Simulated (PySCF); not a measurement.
CdHF, SMILES [F][CdH].

The structure is a stationary point at B3LYP-D3(BJ)/def2-TZVPD. The def2 effective core potentials stand for the cores of Cd; spin–orbit coupling is left out.

The numbers are results of B3LYP-D3(BJ)/def2-TZVPD run with PySCF, not measurements.

Frequencies are harmonic and unscaled.

Modes within 1.5 cm⁻¹ of each other (mostly degenerate sets) share a row, with their intensities summed.

Computed vibrational spectrum:
```tsv
mode	ν (cm⁻¹)	IR (km/mol)	Raman (Å⁴/amu)	depolarisation	moving atoms (share of kinetic energy)
1–2	462	128.4	14.1	0.75	H 94 %
3	559	65.9	8.8	0.23	F 86 %, Cd 14 %
4	1912	68.9	183.3	0.18	H 99 %
```
